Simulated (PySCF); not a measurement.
## Atomic charges by several schemes

Compound: C3H9O2PSi2.
SMILES with atom numbers: `[O:1]=[CH:2][SiH2:3][C@@H:4]([CH:5]=[O:6])[SiH2:7][PH2:8]` (hydrogens: H9 on C2; H10, H11 on Si3; H12 on C4; H13 on C5; H14, H15 on Si7; H16, H17 on P8)

Geometry (GFN2-xTB, Å), atoms numbered from 1 in this order:
```
atom  x, y, z in Å
O1    -0.2229    2.4988   -0.5579
C2    -1.2998    2.0102   -0.8044
Si3   -1.9818    0.5465    0.2210
C4    -0.5223   -0.6820    0.1887
C5    -0.3053   -0.9533   -1.2294
O6    -0.7463   -0.2370   -2.1008
Si7    1.1510    0.0295    0.8591
P8     2.4349   -1.8162    0.9677
H9    -1.8836    2.3944   -1.6621
H10   -2.2349    0.9798    1.5956
H11   -3.1587   -0.0260   -0.4264
H12   -0.6825   -1.6052    0.7485
H13    0.3169   -1.8325   -1.4855
H14    1.7393    1.0723    0.0308
H15    0.8851    0.4842    2.2266
H16    3.0092   -1.6562   -0.2819
H17    3.4947   -1.1954    1.5997
```

Density: PBE0/pcSseg-1 (PySCF); schemes: Mulliken, IAO, Hirshfeld and ESP-fitted. Geometry: GFN2-xTB, one conformer, isolated molecule. GFN2-xTB frequencies show an imaginary mode (52i cm⁻¹), so this geometry is no minimum at that level.

**Question.** Give the atomic charges in each scheme.

**Answer.** In e; atoms taken as equivalent share a row and are averaged (×n: the atom named and its like, n in all):

| atom | environment | Mulliken | IAO | Hirshfeld | ESP-fitted |
| --- | --- | --- | --- | --- | --- |
| O1 | carbonyl oxygen | -0.362 | -0.383 | -0.201 | -0.440 |
| C2 | carbonyl carbon | +0.019 | +0.021 | +0.044 | +0.380 |
| Si3 | SiH2 silicon | +0.652 | +0.708 | +0.323 | +0.210 |
| C4 | sp3 carbon bound to silicon | -0.860 | -0.684 | -0.201 | -0.035 |
| C5 | aldehyde carbon | +0.292 | +0.263 | +0.124 | +0.278 |
| O6 | aldehyde oxygen | -0.379 | -0.405 | -0.199 | -0.426 |
| Si7 | SiH2 silicon | +0.448 | +0.596 | +0.294 | +0.336 |
| P8 | three-coordinate phosphorus | -0.243 | -0.125 | -0.030 | -0.422 |
| H9 | formyl hydrogen | +0.101 | +0.109 | +0.037 | +0.007 |
| H10 | Si–H hydrogen | -0.056 | -0.112 | -0.072 | -0.086 |
| H11 | Si–H hydrogen | -0.053 | -0.107 | -0.071 | -0.063 |
| H12 | methine hydrogen | +0.204 | +0.177 | +0.051 | +0.042 |
| H13 | formyl hydrogen | +0.109 | +0.115 | +0.048 | +0.068 |
| H14 | Si–H hydrogen | +0.026 | -0.078 | -0.065 | -0.048 |
| H15 | Si–H hydrogen | -0.029 | -0.097 | -0.067 | -0.062 |
| H16/H17 | P–H hydrogen | +0.066 | +0.002 | -0.007 | +0.131 |

Mean size of the charges over all atoms: IAO 0.234 e, Mulliken 0.233 e, ESP-fitted 0.186 e, Hirshfeld 0.108 e. Each set sums to the total charge, 0, to within 0.001 e. The IAO scheme counts the electrons in orthogonalised intrinsic atomic orbitals, a minimal basis polarised so that it spans the occupied orbitals exactly.

Some averages cover members that differ in this geometry: H16/H17, ESP-fitted +0.118 to +0.144 e.

Lowest charge. The schemes don't all agree: Mulliken C4 (-0.860); IAO C4 (-0.684); Hirshfeld O1 and C4 (-0.201); ESP-fitted O1 (-0.440).

Highest charge. The schemes don't all agree: Mulliken Si3 (+0.652); IAO Si3 (+0.708); Hirshfeld Si3 (+0.323); ESP-fitted C2 (+0.380).

**Question.** How closely do the schemes follow one another over all atoms?

**Answer.** Correlation coefficient and root-mean-square difference: IAO with Hirshfeld 0.97, 0.189 e; Mulliken with IAO 0.97, 0.078 e; Mulliken with Hirshfeld 0.90, 0.210 e; Hirshfeld with ESP-fitted 0.73, 0.168 e; IAO with ESP-fitted 0.66, 0.246 e; Mulliken with ESP-fitted 0.64, 0.256 e.

**Question.** Sum the charges by element, for elements with more than one atom.

**Answer.** 
```csv
element,atoms,Mulliken,IAO,Hirshfeld,ESP-fitted
O,2,-0.741,-0.788,-0.400,-0.866
C,3,-0.550,-0.401,-0.034,+0.623
Si,2,+1.099,+1.303,+0.617,+0.546
H,9,+0.434,+0.010,-0.154,+0.120
```

**Question.** How many electrons does the ESP-fitted scheme count on C5?

**Answer.** Z − q = 6 − (+0.278) = 5.722.

These values come from a run that also computed NMR shieldings. Hardware: an Arm Neoverse N1 with one thread, shared host with 64 logical CPUs at a one-minute load of 60. Cost: 69 s wall, 0.85 GiB resident at most.
